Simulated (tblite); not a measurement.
Compound: C8H9N.
Atom-mapped SMILES: `[CH:1]#[C:2][C@@H:3]1[CH2:4][CH2:5][CH2:6][C@H:7]1[C:8]#[N:9]` (hydrogens: H10 on C1; H11 on C3; H12, H13 on C4; H14, H15 on C5; H16, H17 on C6; H18 on C7)

Computed with GFN2-xTB (tblite), gas phase: Langevin dynamics at 400 K from the optimised GFN2-xTB geometry, time step 0.5 fs, friction 0.01 fs⁻¹, 2000 steps.

Start geometry:
```
atom  x, y, z in Å
C1      2.850    1.392   -0.800
C2      1.874    0.898   -0.315
C3      0.673    0.296    0.222
C4      0.611   -1.221   -0.041
C5     -0.873   -1.508   -0.245
C6     -1.337   -0.319   -1.081
C7     -0.609    0.882   -0.447
C8     -1.440    1.505    0.551
N9     -2.096    1.977    1.360
H10     3.715    1.826   -1.204
H11     0.640    0.490    1.301
H12     1.045   -1.790    0.780
H13     1.165   -1.457   -0.952
H14    -1.050   -2.461   -0.742
H15    -1.393   -1.513    0.715
H16    -2.419   -0.191   -1.070
H17    -1.012   -0.438   -2.115
H18    -0.351    1.639   -1.194
```

The statistics below take the 31 frames saved every 25 fs from 250 to 1000 fs; their kinetic temperature (all 3N coordinates) averages 384 K.

Problem. How do the bond lengths spread?

Solution. 
```
  bond  start (Å)  mean (Å)  standard deviation (Å)  shortest (Å)  longest (Å)
 C1≡C2      1.197     1.200                   0.016         1.172        1.232
 C2–C3      1.447     1.463                   0.033         1.400        1.522
 C3–C4      1.541     1.547                   0.031         1.472        1.615
 C4–C5      1.525     1.525                   0.030         1.454        1.584
 C5–C6      1.525     1.552                   0.040         1.483        1.625
 C6–C7      1.541     1.538                   0.039         1.458        1.627
 C7–C8      1.440     1.445                   0.030         1.378        1.502
 C8≡N9      1.144     1.144                   0.013         1.114        1.164
 C3–C7      1.561     1.553                   0.043         1.469        1.653
C1–H10      1.049     1.051                   0.027         0.994        1.099
C3–H11      1.096     1.104                   0.039         1.034        1.183
C4–H12      1.089     1.100                   0.049         1.020        1.257
C4–H13      1.092     1.101                   0.029         1.042        1.180
C5–H14      1.089     1.092                   0.031         1.044        1.153
C5–H15      1.092     1.092                   0.028         1.025        1.150
C6–H16      1.090     1.094                   0.026         1.021        1.167
C6–H17      1.091     1.094                   0.033         1.040        1.151
C7–H18      1.094     1.103                   0.042         1.016        1.195
```

Problem. Give the same statistics for bond angles, one of each kind among heavy atoms.

Solution. 
```json
{"angle": "C1–C2–C3", "start (°)": "177.9", "mean (°)": "170.2", "standard deviation (°)": "5.3", "smallest (°)": "158.0", "largest (°)": "178.7"}
{"angle": "C2–C3–C4", "start (°)": "112.3", "mean (°)": "112.8", "standard deviation (°)": "3.5", "smallest (°)": "107.1", "largest (°)": "121.8"}
{"angle": "C2–C3–C7", "start (°)": "111.5", "mean (°)": "111.5", "standard deviation (°)": "3.3", "smallest (°)": "104.3", "largest (°)": "117.2"}
{"angle": "C4–C3–C7", "start (°)": "105.3", "mean (°)": "103.9", "standard deviation (°)": "3.0", "smallest (°)": "96.7", "largest (°)": "109.3"}
{"angle": "C3–C4–C5", "start (°)": "104.3", "mean (°)": "105.0", "standard deviation (°)": "3.0", "smallest (°)": "100.0", "largest (°)": "111.2"}
{"angle": "C4–C5–C6", "start (°)": "102.9", "mean (°)": "104.6", "standard deviation (°)": "3.4", "smallest (°)": "98.8", "largest (°)": "110.4"}
{"angle": "C5–C6–C7", "start (°)": "103.8", "mean (°)": "102.9", "standard deviation (°)": "2.9", "smallest (°)": "97.0", "largest (°)": "107.3"}
{"angle": "C6–C7–C8", "start (°)": "110.5", "mean (°)": "112.3", "standard deviation (°)": "4.6", "smallest (°)": "101.3", "largest (°)": "120.6"}
{"angle": "C3–C7–C6", "start (°)": "105.8", "mean (°)": "104.2", "standard deviation (°)": "4.0", "smallest (°)": "93.7", "largest (°)": "111.0"}
{"angle": "C3–C7–C8", "start (°)": "109.8", "mean (°)": "112.7", "standard deviation (°)": "4.9", "smallest (°)": "97.8", "largest (°)": "125.1"}
{"angle": "C7–C8–N9", "start (°)": "178.5", "mean (°)": "171.1", "standard deviation (°)": "4.7", "smallest (°)": "160.1", "largest (°)": "178.2"}
```

Problem. How widely does the potential energy scatter, against a harmonic estimate?

Solution. Mean 0.88 eV above the start, standard deviation 0.146 eV, range 0.57 to 1.21 eV. For 48 classical harmonic modes at 400 K the canonical values are 48kT/2 = 0.83 eV and kT·√(48/2) = 0.169 eV.

The run is classical and short, so these are rough statistics of one trajectory.

What follows is the cost of the whole dynamics run. On Arm Neoverse V1, one thread, no GPU, shared host with 64 logical CPUs at a one-minute load of 53, this took 14 s of wall time and 0.18 GiB of memory at its peak.
